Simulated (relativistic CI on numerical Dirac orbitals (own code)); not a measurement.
## Forbidden transitions in Ho XXX

Calculated at this level of theory: Dirac-Coulomb-Breit CI, KLI orbitals optimised for each configuration, model QED, unscaled Slater integrals (own radial code, finite nucleus).

Configuration list (outside the closed core [Ar] 3d10): 4s2.4p6.4d2, 4s2.4p5.4d3, 4s2.4p6.4d.4f, 4s.4p6.4d3, 4s2.4p5.4d2.4f, 4s.4p6.4d2.4f, 4s2.4p6.4d.5s, 4s2.4p6.4f.5s, 4s2.4p6.4d.5p, 4s2.4p6.4f2, 4s2.4p5.4f3, 4s.4p6.4f3, 4s2.4p6.4f.5p, 4s2.4p5.4f2.5p, 4s.4p6.4f2.5p. Double excitations out of closed p, d and f shells are left out; levels of such configurations are missing from the list, as are those of other unlisted configurations, and high levels can miss mixing partners.

| λ vac (nm) | Lower | Upper | Type | A (s⁻¹) | gf | Branching (%) |
| --- | --- | --- | --- | --- | --- | --- |
| 7.3145 | 4s2.4p6.4d2 1G_4 [5] | 4s2.4p6.4d.4f 3H°_6 [84] | M2 | 3.43e+02 | 3.57e-09 | 2.6 |
| 7.7020 | 4s2.4p6.4d2 3F_4 [7] | 4s2.4p6.4d.4f 3H°_6 [84] | M2 | 7.01e+03 | 8.11e-08 | 52.9 |
| 8.4965 | 4s2.4p6.4d2 1G_4 [5] | 4s2.4p5.4d3 3H°_6 [51] | M2 | 3.39e+03 | 4.77e-08 | 37.5 |
| 8.8208 | 4s2.4p6.4d2 3F_4 [7] | 4s2.4p5.4d3 3H°_6 [56] | M2 | 1.34e+03 | 2.04e-08 | 7.0 |
| 22.485 | 4s2.4p5.4d3 3H°_5 [40] | 4s2.4p5.4d3 1I°_6 [112] | M1 | 2.80e+04 | 2.76e-06 | 2.1 |
| 22.649 | 4s2.4p5.4d3 3I°_7 [41] | 4s2.4p5.4d3 1I°_6 [112] | M1 | 7.76e+05 | 7.76e-05 | 59.0 |
| 24.888 | 4s2.4p5.4d3 3H°_6 [51] | 4s2.4p5.4d3 1I°_6 [112] | M1 | 3.64e+05 | 4.40e-05 | 27.7 |
| 29.147 | 4s2.4p5.4d3 3G°_5 [65] | 4s2.4p5.4d3 1I°_6 [112] | M1 | 6.30e+04 | 1.04e-05 | 4.8 |
| 62.544 | 4s2.4p6.4d2 3P_1 [6] | 4s2.4p6.4d2 1S_0 [9] | M1 | 4.05e+04 | 2.37e-06 | 98.9 |
| 68.446 | 4s2.4p5.4d3 5G°_5 [19] | 4s2.4p5.4d3 3H°_6 [51] | M1 | 2.30e+03 | 2.10e-06 | 25.4 |
| 75.674 | 4s2.4p5.4d3 3H°_6 [22] | 4s2.4p5.4d3 3H°_6 [51] | M1 | 9.48e+02 | 1.06e-06 | 10.5 |
| 83.991 | 4s2.4p6.4d2 3F_3 [3] | 4s2.4p6.4d2 3P_2 [8] | M1 | 2.75e+03 | 1.45e-06 | 17.4 |
| 89.227 | 4s2.4p5.4d3 3G°_5 [28] | 4s2.4p5.4d3 3H°_6 [56] | M1 | 8.20e+02 | 1.27e-06 | 4.3 |
| 95.292 | 4s2.4p6.4d2 3F_2 [1] | 4s2.4p6.4d2 3P_2 [4] | M1 | 5.30e+03 | 3.61e-06 | 97.6 |
| 97.589 | 4s2.4p6.4d2 3F_3 [3] | 4s2.4p6.4d2 3F_4 [7] | M1 | 1.10e+04 | 1.41e-05 | 80.0 |
| 100.41 | 4s2.4p5.4d3 5F°_5 [32] | 4s2.4p5.4d3 3H°_6 [56] | M1 | 4.77e+03 | 9.38e-06 | 24.9 |
| 108.20 | 4s2.4p5.4d3 3H°_6 [22] | 4s2.4p5.4d3 3I°_7 [41] | M1 | 2.81e+03 | 7.39e-06 | 95.6 |
| 109.84 | 4s2.4p6.4d2 3P_2 [4] | 4s2.4p6.4d2 3P_2 [8] | M1 | 9.07e+03 | 8.20e-06 | 57.5 |
| 112.28 | 4s2.4p5.4d3 5G°_6 [34] | 4s2.4p5.4d3 3H°_6 [56] | M1 | 8.63e+03 | 2.12e-05 | 44.9 |
| 115.52 | 4s2.4p5.4d3 3G°_5 [28] | 4s2.4p5.4d3 3H°_6 [51] | M1 | 1.36e+03 | 3.52e-06 | 15.0 |
| 120.74 | 4s2.4p6.4d2 3P_1 [6] | 4s2.4p6.4d2 3P_2 [8] | M1 | 3.72e+03 | 4.07e-06 | 23.6 |
| 121.15 | 4s2.4p5.4d3 5G°_5 [19] | 4s2.4p5.4d3 5G°_6 [34] | M1 | 2.36e+03 | 6.76e-06 | 30.8 |
| 130.00 | 4s2.4p6.4d2 3F_2 [1] | 4s2.4p6.4d2 3F_3 [3] | M1 | 9.29e+03 | 1.65e-05 | 100.0 |
| 145.38 | 4s2.4p6.4d2 1G_4 [5] | 4s2.4p6.4d2 3F_4 [7] | M1 | 2.74e+03 | 7.80e-06 | 19.9 |
| 145.80 | 4s2.4p5.4d3 3H°_6 [22] | 4s2.4p5.4d3 5G°_6 [34] | M1 | 5.03e+03 | 2.08e-05 | 65.5 |
| 146.09 | 4s2.4p5.4d3 3H°_5 [40] | 4s2.4p5.4d3 3H°_6 [56] | M1 | 2.20e+03 | 9.13e-06 | 11.4 |
| 153.30 | 4s2.4p5.4d3 3I°_7 [41] | 4s2.4p5.4d3 3H°_6 [56] | M1 | 9.38e+02 | 4.30e-06 | 4.9 |
| 175.10 | 4s2.4p6.4d2 3P_0 [2] | 4s2.4p6.4d2 3P_1 [6] | M1 | 2.72e+03 | 3.75e-06 | 79.7 |
| 180.58 | 4s2.4p6.4d.4f 3H°_5 [80] | 4s2.4p6.4d.4f 3H°_6 [84] | M1 | 3.64e+03 | 2.31e-05 | 27.5 |
| 296.85 | 4s2.4p6.4d2 3F_3 [3] | 4s2.4p6.4d2 1G_4 [5] | M1 | 3.80e+02 | 4.52e-06 | 99.4 |

Terms are leading LS components. Brackets give the number of a level in order of energy, since labels repeat. The list gives strong lines, with weight on those to low levels, among the lowest 200 of 1718 levels, so that lines to higher ones, which can be the strongest, are missing. Levels whose partners in the same complex of configurations lie outside the list can be far off, and so can their lines. Rates are taken at the computed energies, electric ones in the length gauge.

At this charge energies of transitions that change n are usually good to better than 1 %, and those within a shell (Δn = 0) to a few per cent. Terms inside the open d or f shell come out 10 to 20 % too wide with unscaled integrals.

LS names give the leading component of a level, which can be under half, so a name can repeat, a term be missing and a line seem to break the LS rules.
